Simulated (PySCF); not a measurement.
dimethyl telluride (C2H6Te), singlet, geometry from GFN2-xTB (core potentials on Te).

Input for PySCF:
```python
from pyscf import gto, scf, dft

mol = gto.M(
    atom='''
C     1.51403960   -0.61814695    0.97361016
Te    0.01637111    0.19648656   -0.35400888
C    -1.60205503   -0.43829160    0.92933228
H     1.38011691   -1.68745138    1.07645886
H     2.48866467   -0.41855255    0.54994310
H     1.44343271   -0.14926988    1.94678120
H    -1.59498997   -1.51573359    1.03418433
H    -2.53486000   -0.12860379    0.47856174
H    -1.50556944    0.02094119    1.90487761
''',
    basis='def2-svp',
    ecp={'Te': 'def2-svp'},
    verbose=4,
)

mf = dft.RKS(mol)
mf.xc = 'r2scan'
mf = mf.density_fit(auxbasis='def2-universal-jkfit')
mf.kernel()
```

**Question.** What does this run give for the HOMO energy, Mulliken (on the basis functions themselves) charges in atom order, number of basis functions, HOMO-LUMO gap, dipole moment, total energy?

**Answer.** 
The HOMO energy is -4.76 eV, the Mulliken (on the basis functions themselves) charges in atom order is C1 -0.27, Te2 0.05, C3 -0.27, H4 0.08, H5 0.08, H6 0.08, H7 0.08, H8 0.08, H9 0.08 and the number of basis functions comes out as 84. The HOMO-LUMO gap comes out as 3.84 eV and the dipole moment is 1.27 D. The total energy is -347.8148 Eh.

**Question.** Roughly what does it cost on one core?

**Answer.** roughly 11 core-seconds.
